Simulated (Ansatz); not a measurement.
This geometry of BF$_{2}$H$_{3}$Si (7 atoms, charge 0, multiplicity 1) is a first-order saddle point.

Level of theory: RKS B3LYP-D4/6-31G in Ansatz.

```xyz
7
Properties=species:S:1:pos:R:3
F -1.691 1.315 -0.500
B -0.388 0.944 -0.668
Si 0.334 -0.600 0.468
F -0.084 -2.094 -0.260
H 0.255 1.574 -1.449
H 1.834 -0.555 0.560
H -0.261 -0.584 1.849
```

Task: Which two structures does it join? (They come from a converged band through this point; their orientation in space is the band's.)

Result: No bond is made or broken. The dihedral F1–B2–Si3–F4 goes from 1 to 180°.

Image 0:

```xyz
7
Properties=species:S:1:pos:R:3
F -1.456 0.809 -1.474
B -0.412 0.956 -0.610
Si 0.330 -0.607 0.446
F -0.498 -2.061 0.096
H 0.053 2.049 -0.496
H 1.785 -0.807 0.117
H 0.198 -0.339 1.921
```

Image 8:

```xyz
7
Properties=species:S:1:pos:R:3
F 0.044 2.130 -0.503
B -0.495 0.881 -0.663
Si 0.334 -0.601 0.449
F -0.468 -2.075 0.115
H -1.396 0.768 -1.434
H 1.790 -0.782 0.116
H 0.190 -0.322 1.921
```

Task: How far does it lie above each of them?

Result: 1.3 kcal/mol above the first and 1.7 kcal/mol above the second. This is the barrier of this one path; another mechanism may lie lower. Limits of this set-up: no polarisation functions.

Run time: 71 s on 1 thread of Intel(R) Xeon(R) 6975P-C (Granite Rapids) (shared host), peak memory 0.12 GiB.
